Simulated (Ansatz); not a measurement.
Mulliken charges of Cl2GeH5NSi, SMILES `Cl[SiH2][NH][GeH2][Cl]` from PBE/def2-TZVPP in Ansatz (PBE0-D4/def2-TZVP geometry).

```tsv
atom	x (Å)	y (Å)	z (Å)	charge (e)
Cl1	-0.974	0.341	-2.890	-0.234
Si2	-0.708	-0.772	-1.173	0.412
N3	0.597	-0.216	-0.223	-0.326
Ge4	0.500	0.874	1.236	0.374
Cl5	0.645	-0.317	3.032	-0.298
H6	-0.472	-2.159	-1.626	-0.055
H7	-1.943	-0.625	-0.373	-0.052
H8	1.531	-0.492	-0.492	0.142
H9	-0.875	1.541	1.246	0.023
H10	1.699	1.825	1.264	0.014
```

**Question.** By hand: the dipole of these point charges (1 e Å = 4.8032 D).

**Answer.** Σ q r = (0.084, 0.236, -0.090) e Å, of length 0.266 e Å = 1.28 D.

**Question.** How does the dipole of the full density compare? (An estimate is asked.)

**Answer.** The calculation gave: (0.212, 0.093, -0.057) e Å, 1.15 D; the point charges give 1.11 times that, at 45° from its direction.

Point charges leave out the atoms' own dipoles, such as those of lone pairs, and Mulliken's split depends on the basis, so the two needn't agree.
